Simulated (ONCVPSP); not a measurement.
# Before and after: ONCV potential for tin (Sn)

Sn (Z = 50), optimised norm-conserving Vanderbilt (ONCV), made with ONCVPSP 4.0.1 (PBE, fully relativistic). Core [Kr], reference 4d10 5s2 5p2. Waves: 5s: rc 1.60 bohr, ncon 3, nbas 6, qcut 4.1 1/bohr, 1 projector; 5p: rc 2.15 bohr, ncon 4, nbas 8, qcut 3.3 1/bohr, 2 projectors, debl 3.6 Ha; 4d: rc 1.10 bohr, ncon 4, nbas 7, qcut 7.3 1/bohr, 2 projectors, debl 1.5 Ha; f scattering state at 0.03 Ha: rc 2.20 bohr, ncon 4, nbas 7, qcut 5.5 1/bohr, 1 projector. Local part: polynomial inside 1.00 bohr (lpopt 5, dvloc0 0 Ha). Core correction: none.

Open shells are filled in proportion to 2j + 1.

Change: core correction Teter function fitted to the true core (icmod 2), fcfact 0.7.

Cutoffs: the cutoffs (Ha) at which the residual kinetic energy of the hardest occupied pseudo-wave falls to 1 and 0.1 mHa per electron; they do not see the model core or the augmentation charge, which bear on the density cutoff. Errors are all-electron minus pseudo energies relative to the spin-unpolarised reference configuration.

Q: Predict the effect on cutoff, ghosts and configuration errors.

A: The potential gets neither clearly harder nor softer (124 Ha and 146 Ha → 124 Ha and 146 Ha); both files keep a bound ghost (d, p, s); of the 4 tests that both files solve, the error grows in 1 and shrinks in 2 by more than 15 % and 0.3 meV (median size 7.5 → 9.7 meV). A model core, the more so a compact one, raises the density cutoff, which this test does not measure.

```tsv
quantity	base	changed
cutoff, loose	124 Ha	124 Ha
cutoff, tight	146 Ha	146 Ha
bound ghosts	s, p3/2, d5/2, p1/2, d3/2	s, p3/2, d5/2, p1/2, d3/2
GHOST(+) flags under 300 eV	s at 36.1 eV, f7/2 at 77.8 eV, f5/2 at 78.5 eV	s at 36.1 eV, f7/2 at 77.8 eV, f5/2 at 78.5 eV
error for 4d10 5s2 5p1, meV [ΔE 6.89 eV]	0.0	-0.2
error for 4d10 5s2 5p0, meV [ΔE 20.86 eV]	+9.4	+6.8
error for 4d10 5s1 5p0, meV [ΔE 51.83 eV]	+51	+26
error for 4d10 5s0 5p4, meV [ΔE 14.15 eV]	-5.6	-13
s: phases at 1.63 bohr within 0.05 rad from the reference energy up to (Ha; the scan ends near 5)	0.1	0.1
p3/2: phases at 2.18 bohr within 0.05 rad from the reference energy up to (Ha; the scan ends near 5)	4.4	4.4
p1/2: phases at 2.18 bohr within 0.05 rad from the reference energy up to (Ha; the scan ends near 5)	4.4	4.4
d5/2: phases at 1.12 bohr within 0.05 rad from the reference energy up to (Ha; the scan ends near 5)	to the end of the scan	to the end of the scan
d3/2: phases at 1.12 bohr within 0.05 rad from the reference energy up to (Ha; the scan ends near 5)	to the end of the scan	to the end of the scan
f7/2: phases at 2.23 bohr within 0.05 rad from the reference energy up to (Ha; the scan ends near 5)	0.7	0.7
f5/2: phases at 2.23 bohr within 0.05 rad from the reference energy up to (Ha; the scan ends near 5)	0.7	0.7
```

 A true bound ghost makes a file unfit for plane-wave use even where its test errors are small: the radial tests pick states by their node count and pass the ghost by.
